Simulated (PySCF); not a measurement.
Work out the structure from these simulated measurements.

Elements present: C, F, H and N. Monoisotopic mass: 177.0577 u.

| Property | Result |
| --- | --- |
| Triplet | lowest triplet excitation (Tamm–Dancoff): 6.16 eV [TDA CAM-B3LYP/def2-SVPD] |
| UV, first state | lowest singlet excitation: 6.34 eV (196 nm, f = 0.034) [TDDFT CAM-B3LYP/def2-SVPD] |
| 13C NMR | chemical shifts (computed TMS as zero) by class: 131.3 (1 C), 125.3 (1 C), 63.1 (1 C), 46.5 (2 C) ppm [GIAO CAM-B3LYP/pcSseg-2] |
| UV, strongest line | among the 10 lowest singlet transitions: S5 at 7.59 eV (163 nm, f = 0.059) [TDDFT CAM-B3LYP/def2-SVPD] |
| Couplings | largest of the computed one-bond spin–spin couplings (means over like bonds): 19F–13C -353.0 (×3), 19F–13C -308.5 (×2), 13C–1H +139.6 (×6), 13C–1H +138.8 (×2) Hz [B3LYP/pcJ-1, spin–dipole term left out for some pairs] |
| Polarisability | 74.5 au [CAM-B3LYP/def2-SVPD] |
| Rotational structure | rotational constants A, B, C: 1.602, 0.849, 0.790 GHz [PBE0-D3(BJ)/def2-SVP] |
| 1H NMR | chemical shifts (computed TMS as zero) by class: 2.73 (2 H), 2.30 (6 H) ppm [GIAO CAM-B3LYP/pcSseg-2] |
| NMR, other nuclei | isotropic shieldings of nuclei other than C and H, by class: 235 (1 N), 269 (3 F), 303 (2 F) ppm [GIAO CAM-B3LYP/pcSseg-2] |
| Dipole | 3.04 D [CAM-B3LYP/def2-SVPD] |

The electronic properties come from PySCF, for the isolated species, density fitting. Levels stand in brackets. Isolated species at its PBE0-D3(BJ)/def2-SVP geometry (one conformer only). Each NMR value is the plain mean over a class of atoms that symmetry, rotation or inversion makes alike.

Q: Which formula fits the mass and the elements?

A: C5H8F5N (calculated 177.0577). Within 0.0003 u, C3H5F2N7 would fit the mass too; the spectra decide.

Q: What is the compound? Reason from the data.

A: Numbering: `[CH3:1][N:2]([CH3:3])[CH2:4][C:5]([F:6])([F:7])[C:8]([F:9])([F:10])[F:11]`. Its formula, C5H8F5N, gives 0 degrees of unsaturation, so no ring and no π bond. 5 carbons fall into 4 classes; from least to most shielded: CF3 carbon [C8] (131.3 ppm), CF2 carbon [C5] (125.3 ppm), sp3 carbon bound to nitrogen [C4] (63.1 ppm), N-methyl carbon [C1/C3] (46.5 ppm, 2 C, up to 5.1 ppm apart in this geometry). Hydrogen classes from least to most shielded: 2 H on an sp3 carbon bound to nitrogen, C4 (2.73 ppm), 6 H on 2 N-methyl carbons, C1/C3 (2.30 ppm, a mean of values up to 1.1 ppm apart in this geometry). The other shieldings belong to: 235 ppm, tertiary amine nitrogen [N2]; 269 ppm, fluorine of a CF3 group [F9/F10/F11]; 303 ppm, fluorine of a CF2 group [F6/F7]. The couplings run between: -353.0 Hz, fluorine of a CF3 group [F9] and CF3 carbon [C8] (with 2 like pairs); -308.5 Hz, fluorine of a CF2 group [F6] and CF2 carbon [C5] (with 1 like pair); +139.6 Hz, N-methyl carbon [C1] and its hydrogen (with 5 like pairs); +138.8 Hz, sp3 carbon bound to nitrogen [C4] and its hydrogen (with 1 like pair). The optimised geometry has point group C1 and is an asymmetric top. Structure: `CN(C)CC(F)(F)C(F)(F)F`. The assignments are read from this structure; whether some other isomer fits the data as well wasn't checked.

The values belong to the conformer `[CH3:1][N:2]([CH3:3])[CH2:4][C:5]([F:6])([F:7])[C:8]([F:9])([F:10])[F:11]`: C1–N2–C4–C5 75°, N2–C4–C5–F6 168°, C4–C5–C8–F9 164°.
